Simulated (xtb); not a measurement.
trichloroethylene (C2HCl3), singlet, geometry from GFN2-xTB, atoms displaced at random by about 0.1 Å a coordinate; GFN1-xTB in xtb.

Input for xtb:
```
$ xtb mol.xyz --gfn 1 --opt crude --json

# file mol.xyz
6

Cl     2.24421392     0.60771011     0.06248510
C      0.92363038    -0.61608662     0.00000581
C     -0.26794880    -0.37679892     0.05143613
Cl    -0.89956844     1.42878891    -0.16506208
Cl    -1.46836855    -1.37314850    -0.21294539
H      1.33809969    -1.54681223     0.03204717
```

It wrote (shortened):

```
   ID    Z sym.   atoms
    1   17 Cl     1, 4, 5
    2    6 C      2, 3
    3    1 H      6

           -------------------------------------------------
          |                Calculation Setup                |
           -------------------------------------------------

           -------------------------------------------------
          |                 G F N 1 - x T B                 |
           -------------------------------------------------

          ...................................................
          :                      SETUP                      :
          :.................................................:
          :  # basis functions                  40          :
          :  # atomic orbitals                  37          :
          :  # shells                           15          :
          :  # electrons                        30          :
          :  # halogen bonds                     0          :
          :  max. iterations                   250          :
          :  Hamiltonian                  GFN1-xTB          :
          :  restarted?                      false          :
          :  GBSA solvation                  false          :
          :  PC potential                    false          :
          :  electronic temp.          300.0000000     K    :
          :  accuracy                    1.0000000          :
          :  -> integral cutoff          0.2500000E+02      :
          :  -> integral neglect         0.1000000E-07      :
          :  -> SCF convergence          0.1000000E-05 Eh   :
          :  -> wf. convergence          0.2000000E-04 e    :
          :  Broyden damping             0.4000000          :
          :  net charge                          0          :
          :  unpaired electrons                  0          :
          ...................................................

 iter      E             dE          RMSdq      gap      omega  full diag
   1    -17.5639187 -0.175639E+02  0.738E+00    4.57       0.0  T
   2    -17.5955649 -0.316461E-01  0.462E+00    4.37       1.0  T
   3    -17.5946875  0.877342E-03  0.154E+00    4.56       1.0  T
   4    -17.5973432 -0.265565E-02  0.970E-02    4.47       1.0  T
   5    -17.5973740 -0.308327E-04  0.363E-02    4.48       1.1  T
   6    -17.5973759 -0.188379E-05  0.338E-03    4.47      12.1  T
   7    -17.5973759 -0.200603E-07  0.660E-04    4.47      61.9  T
   8    -17.5973759 -0.861387E-09  0.223E-04    4.47     183.4  T
[...]
         :: total energy             -17.442686638196 Eh    ::
 * total energy  :   -17.4426866 Eh     change       -0.4156675E-12 Eh
 * total energy  :   -17.4782920 Eh     change       -0.3560537E-01 Eh
 * total energy  :   -17.4874674 Eh     change       -0.9175340E-02 Eh
 * total energy  :   -17.4881954 Eh     change       -0.7280519E-03 Eh
 * total energy  :   -17.4886376 Eh     change       -0.4422055E-03 Eh
 * total energy  :   -17.4888240 Eh     change       -0.1863731E-03 Eh
   *** GEOMETRY OPTIMIZATION CONVERGED AFTER 6 ITERATIONS ***
         :: total energy             -17.488823982597 Eh    ::
[...]
        20                         -0.1074394              -2.9236
        21                         -0.0632663              -1.7216
        22                         -0.0613044              -1.6682
        23                         -0.0582521              -1.5851
        24                         -0.0576931              -1.5699
        25                         -0.0565739              -1.5395
        26                         -0.0550601              -1.4983
       ...                                ...                  ...
        37                          0.5774597              15.7135
      -------------------------------------------------------------
                  HL-Gap            0.1507519 Eh            4.1022 eV
             Fermi-level           -0.3492233 Eh           -9.5028 eV

  Mulliken/CM5 charges         n(s)   n(p)   n(d)
     1Cl   -0.08029 -0.08354   1.941  5.146 -0.006
     2C     0.01868 -0.03031   1.051  2.930  0.000
     3C     0.16542  0.16104   1.075  2.759  0.000
     4Cl   -0.07590 -0.07581   1.942  5.141 -0.007
     5Cl   -0.08015 -0.08113   1.943  5.144 -0.007
     6H     0.05224  0.10974   0.948  0.000  0.000

Wiberg/Mayer (AO) data.
largest (>0.10) Wiberg bond orders for each atom

 ---------------------------------------------------------------------------
     #   Z sym  total        # sym  WBO       # sym  WBO       # sym  WBO
 ---------------------------------------------------------------------------
     1  17 Cl   1.155 --     2 C    1.014
     2   6 C    3.940 --     3 C    1.812     1 Cl   1.014     6 H    0.970
     3   6 C    3.911 --     2 C    1.812     4 Cl   1.017     5 Cl   1.005
     4  17 Cl   1.162 --     3 C    1.017
     5  17 Cl   1.157 --     3 C    1.005
     6   1 H    1.011 --     2 C    0.970
 ---------------------------------------------------------------------------

Topologies differ in total number of bonds
Writing topology from bond orders to xtbtopo.mol

 dipole moment from electron density (au)
     X       Y       Z
   0.0932  -0.4359   0.0014  total (Debye):    1.133

optimized geometry written to: xtbopt.xyz

           -------------------------------------------------
          | TOTAL ENERGY              -17.488823982597 Eh   |
          | GRADIENT NORM               0.004689093492 Eh/α |
          | HOMO-LUMO GAP               4.102167714490 eV   |
           -------------------------------------------------

normal termination of xtb
```
